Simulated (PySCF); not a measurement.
C₄H₈NSi₃ (doublet state).
Geometry (GFN2-xTB, Å), atoms numbered from 1 in this order:
```
atom  x, y, z in Å
C1     3.4002   -1.1926    1.8174
C2     3.0048   -0.5902    0.8486
Si3    2.3043    0.4310   -0.5073
Si4    0.1293   -0.0160   -1.0497
C5    -0.4048    1.5183   -1.9815
N6    -0.6941    2.4632   -2.5623
C7    -0.8813   -0.1060    0.5648
Si8   -2.7700    0.0028    0.3696
H9     3.7641   -1.7395    2.6393
H10    3.3833    0.6156   -1.4850
H11   -0.3304   -1.1069   -1.9378
H12   -0.6264   -1.0401    1.0678
H13   -0.5529    0.6905    1.2346
H14   -3.2373   -1.1316   -0.4320
H15   -3.3910   -0.0517    1.6952
H16   -3.1053    1.2622   -0.2931
```

The hyperfine couplings belong to this conformer and change with its torsions.

As a line formula: `C#C[SiH][Si@H](C#N)C[SiH3]` [radical].

The calculation used PySCF 2.14.0, UKS B3LYP, pcH-1 on C H N Si, non-relativistic, mean-field spin-orbit, GIAO. Geometry: GFN2-xTB, one conformer, isolated molecule. A GFN2-xTB geometry isn't a minimum of the functional, and hyperfine couplings can be far from their values at a DFT geometry, by a factor of two or more for some ions and for spin on atoms past the first row. Stability of the SCF solution: not tested.

Question: Where do the isotropic ENDOR lines of H11, H9, H10 and H12 fall at 339.5 mT, to first order?

Answer: ν± = |νn ± a/2|, one line for each electron-spin manifold; νn = |g_N| × 7.62259 MHz/T × B.

| nuclei | isotope | g_N | νn (MHz) | a_iso (MHz) | lower line (MHz) | upper line (MHz) |
| --- | --- | --- | --- | --- | --- | --- |
| H11 | 1H | 5.5857 | 14.46 | 67.85 | 19.47 | 48.38 |
| H9 | 1H | 5.5857 | 14.46 | -15.22 | 6.84 | 22.07 |
| H10 | 1H | 5.5857 | 14.46 | 5.54 | 11.68 | 17.23 |
| H12 | 1H | 5.5857 | 14.46 | 1.40 | 13.75 | 15.16 |

Question: Which pairs are centred on the nuclear Larmor frequency, and which on half the coupling?

Answer: Centred on νn, since |a| < 2νn: H9, H10 and H12. Centred on |a|/2 and split by 2νn: H11.

Question: At what field would the lower line of H9 fall to zero frequency?

Answer: Where νn = |a|/2, that is B = 7.61 MHz/(5.5857 × 7.62259 MHz/T) = 179 mT, as far as first order holds there.

Largest spin populations (Mulliken): Si3 (+0.89), C1 (+0.21) and C2 (-0.13). The positive populations add up to 1.16 and the negative ones to -0.16, together 2S = 1. The angles at Si3 add up to 346.3°, so it is slightly pyramidal.
